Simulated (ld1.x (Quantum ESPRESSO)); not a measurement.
Building the ultrasoft potential for terbium (Tb) (LDA (PZ), scalar-relativistic).

Tb (Z = 65), ultrasoft, made with ld1.x (Quantum ESPRESSO) 7.5 (LDA (PZ), scalar-relativistic). Core [Kr] 4d10, reference 4f9 5s2 5p6 5d0 6s1 6p0 (charge +1). Waves: 5s (bound): rcut 1.80, rcutus 2.00 bohr; 6s (bound): rcut 1.80, rcutus 2.00 bohr; 5p (bound): rcut 2.15, rcutus 2.80 bohr; 6p (bound, empty): rcut 2.15, rcutus 2.80 bohr; 5d (bound, empty): rcut 1.60, rcutus 2.20 bohr; 5d channel at 4.3 Ry: rcut 1.60, rcutus 2.20 bohr; 4f (bound): rcut 1.05, rcutus 1.15 bohr; 4f channel at 0.15 Ry: rcut 1.05, rcutus 1.15 bohr. Local part: all-electron potential smoothed inside 1.95 bohr (lloc = -1). Core correction: Bessel-smoothed model core inside 1.00 bohr. Augmentation charge: built from norm-conserving waves at rcut, not smoothed further.

Question: Does the generator finish with these settings?

Answer: Yes, a potential is produced.

Question: Is the overlap operator S = 1 + Σ q|β⟩⟨β| positive definite (Bessel basis up to 400 Ry)?

Answer: No: its lowest eigenvalue is -0.366, in the p channel, so the generalised eigenproblem breaks down once the basis is large enough.

Its largest configuration-test error is +1388 meV (4f9 5s2 5p6 5d0 6s0 6p0), which is poor. Test run stopped at test 3 of 9 (negative rho).

A Bessel basis up to 400 Ry misses an occupied level by 1.11 Ry, so cutoffs and ghosts were not judged. Its overlap operator is not positive definite in a basis up to 400 Ry (lowest eigenvalue p -0.37, d -0.05), so the file is unfit for use: the generalised eigenproblem breaks down once the basis is large enough, and its test numbers describe a broken file. The potential misses its own reference levels by up to 1.1 eV, so it is not fit for use.
